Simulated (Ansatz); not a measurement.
Isolated molecules relaxed with PBE0-D4/def2-TZVP in Ansatz; ΔE leaves out vibrations. CBS: MP2 limit from def2 TZ/QZ plus the TZ coupled-cluster correction, frozen cores. This one scheme is used for every species. DFT in def2-TZVPP. B3LYP here is the variant with VWN-RPA as its local correlation; programs differ in this. Open shells (•) are unrestricted, without spin–orbit coupling. Each species was taken in one conformer, which may not be the lowest.

Consider the homolysis of the B–O bond: `COB(O)O` → `CO[B]O`• + `[OH]`•.

| level | ΔE (kJ/mol) |
| --- | --- |
| r2SCAN | 613.0 |
| B3LYP | 611.7 |
| MP2/def2-QZVPP | 665.1 |
| SCS-MP2/def2-QZVPP | 653.9 |

Problem. What does CCSD(T)/CBS give? (Estimate.)

Solution. Computed: +643.4 kJ/mol. The listed levels differ from it by -30.4, -31.7, 21.7, 10.5 kJ/mol.

Largest T1 diagnostic among the species: 0.014.

The D4 term adds +6.9 kJ/mol with B3LYP and +3.6 kJ/mol with PBE0; it sums over pairs of atoms, weighted by their polarisabilities, and B3LYP, whose exchange is more repulsive, gets the larger term. In def2-TZVPP, CCSD(T) changes the Hartree–Fock value by +138.4 kJ/mol (the triples alone add +8.9 kJ/mol) and MP2 by +165.5 kJ/mol; breaking electron pairs costs correlation energy, which Hartree–Fock lacks. From PBE to PBE0 (25 % exact exchange), in def2-TZVPP and without D4, ΔE moves by −3.7 kJ/mol: exact exchange takes away binding that semilocal exchange gives to molecules.
